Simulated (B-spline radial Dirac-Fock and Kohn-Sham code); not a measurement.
The computed values come from a radial atomic solver: Dirac-Fock (average of configuration) total-energy differences with a finite nucleus, the Breit interaction including its frequency dependence, and self-energy and vacuum-polarisation corrections. Free neutral atoms.

Question: Order these X-ray lines by photon energy, lowest first.
A. Ce Lβ4
B. Cs Lγ4
C. In Lβ4
D. Pm Lγ1
E. Mn Kα1
F. Eu Lβ6

Answer: C (3538.8 eV), A (5278.9 eV), B (5710.8 eV), E (5896.7 eV), F (6604.8 eV), D (6882.6 eV).
